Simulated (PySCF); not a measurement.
Electron correlation in Kr(2+) (krypton, charge +2)

[Ar] 3d10 4s2 4p4, high-spin 3P determinant. All numbers are calculated (PySCF 2.14, the spin-free X2C one-electron Hamiltonian (Gaussian nucleus), in x2c-QZVPPall with one added diffuse shell each of s, p, d, f type (12s9p6d5f1g, 113 functions)). Frozen: [Ar] 3d10; 6 electrons correlated.

MP2 pair energies summed by pair of shells (mhartree):

```csv
pair,energy,share (%)
4s-4p,-56.15,46.7
4p-4p,-54.83,45.6
4s-4s,-9.25,7.7
```

Total MP2 correlation energy: -120.24 mhartree.

Same-spin part -25.56 and opposite-spin part -94.68 mhartree; SCS-MP2 scales them by 1/3 and 6/5 to -122.13 mhartree.
